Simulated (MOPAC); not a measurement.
MOPAC input (PM6):

```
PM6 1SCF UHF MS=0.5 GEO-OK AUX(PRECISION=9) THREADS=1
CI

C    -0.00000000 1   -0.00000000 1   -1.83145500 1
I     0.00000000 1    0.00000000 1    0.20733500 1
```

Output:

```
 *******************************************************************************
 **                                                                           **
 **                              MOPAC v23.2.5                                **
 **                                                                           **
 *******************************************************************************
 ** MOPAC's Digital Object Identifier: https://doi.org/10.5281/zenodo.6511958 **
 **                                                                           **
 ** Please cite the open-source release paper for use of this MOPAC version:  **
 ** J. E. Moussa and J. J. P. Stewart (2026)                                  **
 ** MOPAC: An open-source semiempirical molecular orbital program             **
 ** J. Open Source Softw., 11(119), 8025, https://doi.org/10.21105/joss.08025 **
 *******************************************************************************

                              PM6 CALCULATION RESULTS

 *******************************************************************************
 *  PM6        - The PM6 Hamiltonian to be used
 *  GEO-OK     - OVERRIDE INTERATOMIC DISTANCE AND OTHER SAFETY CHECKS
 *  UHF        - UNRESTRICTED HARTREE-FOCK CALCULATION
 *  MS=        - IN MECI, MAGNETIC COMPONENT OF SPIN =  0.5
 *  1SCF       - DO 1 SCF AND THEN STOP
 *  AUX        - OUTPUT AUXILIARY INFORMATION
 *******************************************************************************
PM6 1SCF UHF MS=0.5 GEO-OK AUX(PRECISION=9) THREADS=1
 CI

   ATOM   CHEMICAL          X               Y               Z
  NUMBER   SYMBOL      (ANGSTROMS)     (ANGSTROMS)     (ANGSTROMS)

     1       C         -0.00000000  *  -0.00000000  *  -1.83145500  *
     2       I          0.00000000  *   0.00000000  *   0.20733500  *

          CARTESIAN COORDINATES

    NO.       ATOM           X           Y           Z

     1         C         -0.0000     -0.0000     -1.8315
     2         I          0.0000      0.0000      0.2073

 General Reference for PM6:
 "Optimization of Parameters for Semiempirical Methods V: Modification of NDDO Approximations
 and Application to 70 Elements", J. J. P. Stewart, J. Mol. Mod., 13, 1173-1213 (2007)
 URL: https://link.springer.com/article/10.1007/s00894-007-0233-4

           Empirical Formula: C I  =     2 atoms

      MOLECULAR POINT GROUP   :   C*v

          UHF CALCULATION, NO. OF ALPHA ELECTRONS =    6
                           NO. OF BETA  ELECTRONS =    5

 -------------------------------------------------------------------------------
 PM6 1SCF UHF MS=0.5 GEO-OK AUX(PRECISION=9) THREADS=1
 CI

     1SCF WAS SPECIFIED, SO BFGS WAS NOT USED
     SCF FIELD WAS ACHIEVED

                              PM6 CALCULATION
                                                       MOPAC v23.2.5 Linux

          FINAL HEAT OF FORMATION =        142.98442 KCAL/MOL =     598.24680 KJ/MOL

          COSMO AREA              =         86.42 SQUARE ANGSTROMS
          COSMO VOLUME            =         71.53 CUBIC ANGSTROMS

          IONIZATION POTENTIAL    =          8.988392 EV
          ALPHA SOMO LUMO (EV)    =         -8.988 -1.178
          BETA  SOMO LUMO (EV)    =        -10.178 -0.335
          NO. OF ALPHA ELECTRONS  =          6
          NO. OF BETA  ELECTRONS  =          5
          MOLECULAR WEIGHT        =        138.9155         POINT GROUP:  C*v

          MOLECULAR DIMENSIONS (Angstroms)

            Atom       Atom       Distance
            I     2    C     1     2.03879
            I     2    C     1     0.00000
            C     1    I     2     0.00000

          SCF CALCULATIONS        =          1

   ATOM   CHEMICAL          X               Y               Z
  NUMBER   SYMBOL      (ANGSTROMS)     (ANGSTROMS)     (ANGSTROMS)

     1       C         -0.00000000  *  -0.00000000  *  -1.83145500  *
     2       I          0.00000000  *   0.00000000  *   0.20733500  *

                             CARTESIAN COORDINATES

   1    C       -0.000000000    -0.000000000    -1.831455000
   2    I        0.000000000     0.000000000     0.207335000

           Empirical Formula: C I  =     2 atoms

      MOLECULAR POINT GROUP   :   C*v

          ALPHA EIGENVALUES
 -21.27769 -18.30392 -11.45195 -10.63938 -10.62844  -8.98839  -1.17753  -0.33522
 111.01170 111.04767 111.07125 111.47392 111.47753

           BETA EIGENVALUES
 -21.73316 -18.38886 -10.82738 -10.61121 -10.17850  -0.33511   0.36113   0.86436
 110.60659 110.61887 110.78220 111.43276 111.44381

              NET ATOMIC CHARGES AND DIPOLE CONTRIBUTIONS

  ATOM NO.   TYPE          CHARGE      No. of ELECS.   s-Pop       p-Pop       d-Pop
    1          C           0.198030        3.8020     1.88533     1.91664
    2          I          -0.198030        7.1980     1.96798     5.22581     0.00424
 DIPOLE           X         Y         Z       TOTAL
 POINT-CHG.     0.000     0.000    -1.939     1.939
 HYBRID         0.000     0.000     1.735     1.735
 SUM            0.000     0.000    -0.204     0.204

          ATOMIC ORBITAL ELECTRON POPULATIONS

     Atom    s        px        py        pz      x^2-y^2     xz        z^2       yz        xy
    1  C   1.88533   1.03511   0.13420   0.74733
    2  I   1.96798   1.96433   1.86543   1.39605   0.00000   0.00055   0.00332   0.00037   0.00000

                    (SZ)    =    0.500000
                    (S**2)  =    0.814041

          ATOMIC ORBITAL SPIN POPULATIONS

    Atom   Total    s     px     py     pz   x^2-y^2  xz     z^2    yz     xy
         Atomic
    1  C  1.1855 -0.043  0.964  0.033  0.231
    2  I -0.1855  0.000  0.036 -0.033 -0.189  0.000  0.000  0.000  0.000  0.000

 **********************
 *                    *
 * JOB ENDED NORMALLY *
 *                    *
 **********************

 == MOPAC DONE ==
```

The geometry given is a B3LYP-D3(BJ)/def2-TZVP minimum.
